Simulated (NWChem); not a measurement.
Molecule: WNH2O2Cl; SMILES [NH2][W](=[O])(=[O])[Cl]

```xyz
7

W      0.0532    -0.1909     0.0000
O      0.8786    -0.7152    -1.3933
O      0.8786    -0.7152     1.3933
Cl    -0.1166     2.0972     0.0000
N     -1.6768    -1.0429     0.0000
H     -2.1373    -1.3899    -0.8385
H     -2.1373    -1.3899     0.8385
```
Atoms are numbered in this order, from 1.

Geometry: optimised at PBE0/def2-SVP. No frequency run checked for a minimum. def2 effective core potentials on W; no spin-orbit coupling.

Symmetry labels are those of Cs in the frame above (b1 and b2, or b-type labels, depend on it).

Q: List the 4 lowest vertical singlet excitations from PBE/def2-SVP with def2 effective core potentials on W, TDA (NWChem).

A: 
```tsv
state	energy (eV)	oscillator strength	symmetry	leading excitation (squared amplitude)
S1	4.85	0.000	a"	HOMO → LUMO (0.86)
S2	4.94	0.001	a'	HOMO−1 → LUMO (0.98)
S3	5.10	0.006	a"	HOMO−1 → LUMO+1 (0.80)
S4	5.49	0.000	a"	HOMO−2 → LUMO+1 (0.57)
```
